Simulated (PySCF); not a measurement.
From one molecule to another.

First species: C₇H₁₄N₂.
SMILES with atom numbers: `[CH3:1][NH:2][N:3]([CH:4]1[CH2:5][CH2:6]1)[CH:7]1[CH2:8][CH2:9]1` (hydrogens: H10, H11, H12 on C1; H13 on N2; H14 on C4; H15, H16 on C5; H17, H18 on C6; H19 on C7; H20, H21 on C8; H22, H23 on C9)

Second species: C7H10F3P.
InChI=1S/C7H10F3P/c1-11(7(8,9)10)6-4-2-3-5-6/h4H,2-3,5H2,1H3

Levels: PBE0/pcSseg-1 for HOMO energy, LUMO energy and HOMO–LUMO gap. Geometries: GFN2-xTB. Each structure is a single optimised conformer of the isolated species, non-relativistic unless stated. Electronic properties by PySCF.

The conformers computed, where there is a choice (atom-mapped SMILES and torsion angles):
- `[CH3:1][NH:2][N:3]([CH:4]1[CH2:5][CH2:6]1)[CH:7]1[CH2:8][CH2:9]1`: C1–N2–N3–C4 -79°, N2–N3–C4–C5 163°, N2–N3–C7–C8 -64°

The conformers of `CP(C1=CCCC1)C(F)(F)F` aren't listed.

```tsv
property	column X	column Y
HOMO energy	-6.30 eV	-6.87 eV
LUMO energy	1.45 eV	-0.19 eV
HOMO–LUMO gap	7.75 eV	6.68 eV
```

(1) Which column belongs to which species?

(2) How does each property change from the first species to the second?

Results:

(1) Column X is the first species and column Y the second. The first has 23 atoms and 70 electrons, the second 21 and 94.

(2) HOMO energy -0.57 eV; LUMO energy -1.64 eV; HOMO–LUMO gap -1.07 eV.

